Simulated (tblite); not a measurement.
Distances in Å between the heavy atoms of a computed structure (GFN2-xTB; lower triangle, same order across):
```
C1    0.00
O2    1.40  0.00
C3    2.35  1.29  0.00
N4    2.82  2.35  1.34  0.00
O5    4.09  3.38  2.13  1.32  0.00
C6    4.42  3.34  2.10  2.14  1.34  0.00
C7    5.88  4.73  3.54  3.56  2.49  1.48  0.00
O8    6.76  5.72  4.47  4.19  2.92  2.38  1.18  0.00
N9    3.61  2.32  1.36  2.22  2.19  1.31  2.47  3.56  0.00
```

Hydrogens: 3 on C1, 1 on C7.

Charge +1 and doublet state.

Read off the bonds between heavy atoms and their formal orders.

C1–O2 (single); O2–C3 (single); C3–N4 (aromatic); N4–O5 (aromatic); O5–C6 (aromatic); C6–C7 (single); C7–O8 (double); C6–N9 (aromatic); C3–N9 (aromatic). The orders are those of one drawing; other resonance forms can be drawn.

Give the structure as a SMILES string.

`COc1noc(C=[O+])n1`, [C4H4N2O3]+.

Which rings does it hold?

C3–N4–O5–C6–N9 (5 members, 0.00 Å rms from planarity).

Describe the place of each heavy atom.

C1: carbon bonded to O and 3 H; O2: oxygen bonded to 2 C; C3: carbon bonded to 2 N and O; N4: nitrogen bonded to C and O; O5: oxygen bonded to C and N; C6: carbon bonded to C, N and O; C7: carbon bonded to C, O and H; O8: oxygen bonded to C; N9: nitrogen bonded to 2 C.

The values belong to the conformer `[CH3:1][O:2][c:3]1[n:4][o:5][c:6]([CH:7]=[O+:8])[n:9]1`: C1–O2–C3–N4 0°, O5–C6–C7–O8 1°.
